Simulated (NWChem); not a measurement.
Species: GaSiH₃Cl₂; SMILES [SiH3][Ga]([Cl])[Cl]

```xyz
7

Ga    -0.0042     0.0148     0.0108
Cl    -1.8042     1.2222    -0.0129
Cl     1.8158     1.1925    -0.0133
Si    -0.0107    -2.3871     0.0223
H      1.1189    -2.8849     0.8781
H      0.1880    -2.8540    -1.3936
H     -1.3259    -2.8907     0.5430
```
Atoms are numbered in this order, from 1.

Program: NWChem. Pople sets run with spherical d functions. The geometry was optimised at PBE-D3(BJ)/def2-SVP. Vzz is the largest principal value of the second derivative of the potential at the nucleus (NWChem prints the opposite sign); η is the asymmetry. Non-relativistic.

```csv
level,Vzz Ga1 (a.u.),η Ga1,Vzz Cl3 (a.u.),η Cl3
CAM-B3LYP/6-31G*,?,0.48,?,0.34
CAM-B3LYP/def2-TZVP,2.519,0.49,1.867,0.37
Hartree-Fock/cc-pVTZ,2.539,0.54,1.580,0.34
Hartree-Fock/def2-SVP,2.269,0.60,1.589,0.28
```

Task: What belongs in the gaps?

Result: 
- CAM-B3LYP/6-31G*, Vzz Ga1 (a.u.): 1.916
- CAM-B3LYP/6-31G*, Vzz Cl3 (a.u.): 1.752
